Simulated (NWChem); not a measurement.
## Basis-set dependence for BiF3

```
Bi
F 1 2.0273
F 1 2.0273 2 96.09
F 1 2.0273 2 96.09 3 -96.81
```
Charge 0, spin multiplicity 1.

The numbers come from NWChem runs, not from measurements. Structure: optimised with B3LYP/def2-SVP with def2 effective core potentials on Bi, a minimum by its harmonic frequencies.

Hartree-Fock energies in Ha, correlation energies in mHa.

Effective core potentials replace the inner electrons of Bi; spin-orbit coupling is left out. The correlated methods keep 7 core orbitals frozen. The structure started from a generated list of species.

```
basis      functions         RHF      MP2  SCS-MP2
---------  ---------  ----------  -------  -------
def2-SVP          68  -511.66363   -682.0   -652.9
def2-TZVP        143  -512.07538  -1194.3  -1124.7
```

From def2-SVP to def2-TZVP the Hartree-Fock energy moves by -411.7 mHa and the MP2 correlation energy by -512.3 mHa, which is 43 % of its value in the larger set.
